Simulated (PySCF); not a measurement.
BiCl2, SMILES [Cl][Bi+][Cl] (connectivity only; charge and spin as stated), charge +1, multiplicity 1.

Geometry optimised at PBE0-D3(BJ)/def2-TZVP. The spin state was assumed, not searched. The isomer is the one that the SMILES or the coordinates give; other isomers of the formula were not compared. The def2 effective core potentials stand for the cores of Bi; spin–orbit coupling is left out.

Computed with PySCF 2.14.0 with TDDFT-B3LYP/def2-SVPD.

Vertical excitations.  State labels are in the subgroup C2v.

Computed excitation energies, oscillator strengths and character:
| state | symmetry | energy (eV) | λ (nm) | f | main pairs |
|---|---|---|---|---|---|
| S1 | A2 | 2.95 | 420 | 0.000 | HOMO→LUMO 100 % |
| S2 | B1 | 3.14 | 395 | 0.002 | HOMO−1→LUMO 100 % |
| S3 | B2 | 3.81 | 325 | 0.040 | HOMO−2→LUMO 93 % |
| S4 | B1 | 4.53 | 273 | 0.006 | HOMO−4→LUMO 99 % |
| S5 | A1 | 4.65 | 266 | 0.018 | HOMO−3→LUMO 93 % |
| S6 | A2 | 5.21 | 238 | 0.000 | HOMO−5→LUMO 100 % |
| S7 | B2 | 5.76 | 215 | 0.004 | HOMO→LUMO+1 72 %, HOMO−1→LUMO+2 28 % |
| S8 | A1 | 5.86 | 212 | 0.015 | HOMO→LUMO+2 76 %, HOMO−1→LUMO+1 20 % |
| S9 | A2 | 5.92 | 210 | 0.000 | HOMO−2→LUMO+1 99 % |
| S10 | A1 | 5.97 | 208 | 0.015 | HOMO−1→LUMO+1 75 %, HOMO→LUMO+2 23 % |
| T1 | A2 | 2.78 | 445 | 0 | HOMO→LUMO 100 % |
| T2 | B1 | 2.80 | 443 | 0 | HOMO−1→LUMO 98 % |
| T3 | B2 | 2.89 | 429 | 0 | HOMO−2→LUMO 100 % |
| T4 | A1 | 3.49 | 355 | 0 | HOMO−3→LUMO 100 % |
Triplets are in the Tamm–Dancoff approximation, which puts them higher than full response would, so one can lie above its singlet here.
